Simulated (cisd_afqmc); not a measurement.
Input (X2C-AFQMC/CISD/cc-pwCVTZ-DK; cisd_afqmc is a phaseless AFQMC code with CISD trial states that reads the integrals written by Ansatz): The .json basis holds the Basis Set Exchange's core-valence set for the 3d metal and cc-pVXZ-DK of the same size for its partners.

Ansatz 0.2 input:
```python
import cisd_afqmc

open("ham.yaml", "w").write("""\
crystal:
  periodic: [false, false, false]
  atoms:
    - {symbol: Cr, position_ang: [0.00000000, 0.00000000, 0.00000000]}
basis:
  gaussian:
    orbitals: cc-pwCVTZ-DK.json
magnetization: {spin_polarized: true, initial_magnetization: 6}
correlation: {method: ccsd, frozen_orbitals: {Cr: 5}, hamiltonian_folder: ham}
scf: {lower_state_search: full}
""")
rep = cisd_afqmc.ansatz("ham.yaml")
e_ccsd = rep["correlation"]["coupled_cluster"]["energy"]["hartree"]
out = cisd_afqmc.run("ham", e_ccsd, trial="CISD", walkers=100, populations=8, threads=8, dt=0.005, steps=40, early=36, settle=10, least=32,
    cut=5e-5, rank_cut=2e-4, target=0.0003, seconds=3000, seed=4, memory=17280, gpu=False)
```

Output:

```
orbitals 97, occupied [10, 4], factors 506 of 667, rank of the doubles 635 of 1242
E(HF) = -1049.658047
E(CCSD) on the cut factors = -1050.157366, shift to the whole factors 0.000003
Energy of the trial state on the determinant = -1050.157366
  tau behind 10.8 of longer steps, mean of the populations' last blocks
   2.0  -1050.17141
   4.0  -1050.17079
   6.0  -1050.16981
   8.0  -1050.16991
  10.0  -1050.17106
  12.0  -1050.17068
  14.0  -1050.17045
  16.0  -1050.17038
  18.0  -1050.16846
blocks 658 (2 outliers left out), error by blocks joined: 1: 0.00023, 2: 0.00026, 4: 0.00027, 8: 0.00029, 16: 0.00030
E(AFQMC/CISD) = -1050.17040 +/- 0.00030
```
